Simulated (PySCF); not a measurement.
PySCF input file for H₂O₃Ti, SMILES [O]=[Ti]([OH])[OH], multiplicity 1, IEF-PCM-M06-2X/def2-SVP. The structure is a stationary point at PBE0-D3(BJ)/def2-SVP. The spin state was assumed, not searched. Other conformers were not sampled.

```python
import numpy as np
from pyscf import gto, scf, dft
from pyscf.solvent import pcm

mol = gto.M(
    atom='''
    Ti   -0.10784193   -0.04401371   -0.00000000
    O     0.09514199   -1.62466489   -0.00000001
    O     0.06806700    0.81408042   -1.58707862
    H     0.26115725    0.47016711   -2.46375351
    O     0.06806700    0.81408041    1.58707863
    H     0.26115725    0.47016709    2.46375352
    ''',
    basis='def2-SVP',
    charge=0,
    spin=0,
    max_memory=1600,
    verbose=3,
)
mf = dft.RKS(mol, xc='m06-2x').density_fit(auxbasis='def2-universal-jkfit')
mf.grids.level = 4
mf.conv_tol = 1e-9
mf.max_cycle = 100
mf.kernel()
res = {}
for name, eps in {'water': 78.355, 'diethylether': 4.24, 'acetone': 20.493}.items():
    s = mf.PCM()
    s.with_solvent.method, s.with_solvent.eps, s.with_solvent.lebedev_order = 'IEF-PCM', eps, 29
    s.kernel(mf.make_rdm1())
    res[name] = (s.e_tot, eps, s.dip_moment(), s.mo_energy, s.converged)
    print(f'{name}: electrostatic solvation free energy {(s.e_tot - mf.e_tot) * 627.509474:.3f} kcal/mol')
```

Output:

```
converged SCF energy = -1076.04893936337

WARN: PCM is an experimental feature. It is still in testing.
Features and APIs may be changed in the future.

converged SCF energy = -1076.06702857983
Dipole moment(X, Y, Z, Debye): -1.02929,  0.69601, -0.00000
water: electrostatic solvation free energy -11.351 kcal/mol

WARN: PCM is an experimental feature. It is still in testing.
Features and APIs may be changed in the future.

converged SCF energy = -1076.06132920682
Dipole moment(X, Y, Z, Debye): -0.98347,  0.62922, -0.00000
diethylether: electrostatic solvation free energy -7.775 kcal/mol

WARN: PCM is an experimental feature. It is still in testing.
Features and APIs may be changed in the future.

converged SCF energy = -1076.06600879637
Dipole moment(X, Y, Z, Debye): -1.02090,  0.68505, -0.00000
acetone: electrostatic solvation free energy -10.711 kcal/mol
```

Self-consistency was reached.
